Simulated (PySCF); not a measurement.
Harmonic spectrum computed at PBE0 in the def2-SVP basis family (core potentials from Rb on, PySCF, no spin–orbit coupling):

```tsv
ω (cm⁻¹)	IR (km/mol)
56	0.0
127	1.9
181	0.7
192	0.0
197	2.7
270	44.5
364	3.4
1018	132
1058	116
```

Question: Which molecule gave it? In each, all ligands are bound to the one heavy central atom.
A. CrO₂I₂ (singlet)
B. TeO₂I₂ (singlet)
C. SO₂I₂ (singlet)
D. WO₂I₂ (singlet)
E. SeO₂I₂ (singlet)

Answer: D. It has C2v symmetry with W–I 2.619 Å (×2), W–O 1.693 Å (×2).
